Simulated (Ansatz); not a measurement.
`C[SiH](F)F` → `CF` + `F[SiH]`  (silylene formation by 1,1-elimination)

Isolated molecules relaxed with PBE0-D4/def2-TZVP in Ansatz; ΔE leaves out vibrations. CCSD(T)/CBS is the MP2 limit (def2-TZVPP, def2-QZVPP) plus CCSD(T) − MP2 in def2-TZVPP, frozen cores. This one scheme is used for every species. Functionals use def2-TZVPP. B3LYP here is the variant with VWN-RPA as its local correlation; programs differ in this. HSE06 is defined as in plane-wave codes.

```
             level  ΔE (kcal/mol)  difference from CCSD(T)/CBS
       LDA (SPW92)          114.7                          2.9
            PBE-D4          106.7                         -5.1
         revPBE-D4          105.2                         -6.6
           BLYP-D4          102.8                         -9.0
         r2SCAN-D4          115.8                          4.0
            B97M-V          111.1                         -0.7
           PBE0-D4          111.3                         -0.5
          B3LYP-D4          107.4                         -4.4
        r2SCANh-D4          116.4                          4.6
        r2SCAN0-D4          117.3                          5.5
          BHLYP-D4          112.2                          0.4
      CAM-B3LYP-D4          110.4                         -1.4
           ωB97M-V          109.0                         -2.8
            B2PLYP          109.3                         -2.5
          PBE-QIDH          115.5                          3.7
               PBE          105.1                         -6.7
            revPBE          100.8                        -11.0
              BLYP           99.3                        -12.5
            r2SCAN          115.4                          3.6
              PBE0          109.9                         -1.9
           r2SCANh          116.0                          4.2
             HSE06          109.9                         -1.9
             BHLYP          110.2                         -1.6
         CAM-B3LYP          109.0                         -2.8
           LC-ωPBE          113.7                          1.9
RPA@PBE/def2-TZVPP          102.4                         -9.4
       HF/def2-SVP          101.9                         -9.9
      MP2/def2-SVP          109.0                         -2.8
     CCSD/def2-SVP          101.4                        -10.4
  CCSD(T)/def2-SVP          101.5                        -10.3
     HF/def2-TZVPP          108.1                         -3.7
    MP2/def2-TZVPP          116.1                          4.3
SCS-MP2/def2-TZVPP          111.8                          0.0
   CCSD/def2-TZVPP          109.4                         -2.4
     HF/def2-QZVPP          108.5                         -3.3
    MP2/def2-QZVPP          117.4                          5.6
SCS-MP2/def2-QZVPP          113.3                          1.5
      HF/CBS(def2)          108.5                         -3.3
     MP2/CBS(def2)          118.2                          6.4
    CCSD/CBS(def2)          111.5                         -0.3
       CCSD(T)/CBS          111.8                            0
```

Largest T1 diagnostic among the species: 0.015.

At CCSD(T), def2-SVP lies −10.4 kcal/mol from the extrapolated value and def2-TZVPP −2.1 kcal/mol. From r2SCAN to r2SCAN0 (25 % exact exchange), in def2-TZVPP and without D4, ΔE moves by +1.5 kcal/mol.
